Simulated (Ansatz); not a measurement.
Stepwise reaction of `[NH2][Ga]([OH])[OH]` with ammonia, as a gas-phase model of exchange steps in deposition or etching. ΔE in kJ/mol; ΔG adds harmonic PBE0-D4 terms to CCSD(T)/CBS, at 1 bar.

Gas-phase electronic energies from Ansatz, PBE0-D4/def2-TZVP geometries. CBS: MP2 limit from def2 TZ/QZ plus the TZ coupled-cluster correction, frozen cores. This one scheme is used for every species. DFT in def2-TZVPP. B3LYP here is the variant with VWN-RPA as its local correlation; programs differ in this. For Ga outer-core shells are correlated without core-valence functions, which leaves a few kJ/mol of doubt a bond. Scalar relativity is left out up to krypton. One conformer a species, not always the lowest.

```csv
step,reaction,PBE-D4,B3LYP-D4,ωB97M-V,CCSD(T)/CBS,ΔG(600 K)
2,`[NH2][Ga]([NH2])[OH]` + NH₃ → `[NH2][Ga]([NH2])[NH2]` + H₂O,27.0,27.8,26.9,21.8,16.6
```

(1) Give the row of step 1, `[NH2][Ga]([OH])[OH]` + NH₃ → `[NH2][Ga]([NH2])[OH]` + H₂O. (Estimate.)

(2) By hand: ΔE of the 2 steps together at CCSD(T)/CBS.

Answers

(1) Ansatz gave: 
| step | reaction | PBE-D4 | B3LYP-D4 | ωB97M-V | CCSD(T)/CBS | ΔG(600 K) |
| --- | --- | --- | --- | --- | --- | --- |
| 1 | `[NH2][Ga]([OH])[OH]` + NH₃ → `[NH2][Ga]([NH2])[OH]` + H₂O | 25.8 | 26.3 | 25.3 | 20.2 | 14.4 |

(2) (20.2) + (21.8) = 42.0 kJ/mol, or 21.0 kJ/mol a step.

In ΔE the steps differ by no more than 1.6 kJ/mol. All are uphill at CCSD(T)/CBS. ΔG lies between 14.4 and 16.6 kJ/mol a step. PBE-D4 differs from CCSD(T)/CBS by 5.2 to 5.6 kJ/mol a step. Isolated molecules leave out the surface, adducts and barriers. Largest T1 diagnostic: 0.013.
